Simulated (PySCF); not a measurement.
Harmonic spectrum computed at PBE0 in the def2-TZVP basis family (core potentials from Rb on, PySCF, no spin–orbit coupling):

```tsv
ω (cm⁻¹)	IR (km/mol, summed over degenerate members)	degeneracy
1031	179	1
1670	45.0	2
3503	0.6	1
3633	5.6	2
```

Q: Which molecule gave it? In each, all ligands are bound to the one heavy central atom.
A. TiH₃ (doublet)
B. CH₃ (doublet)
C. NH₃ (singlet)
D. VH₃ (triplet)

A: C. It has C3v symmetry with N–H 1.013 Å (×3).
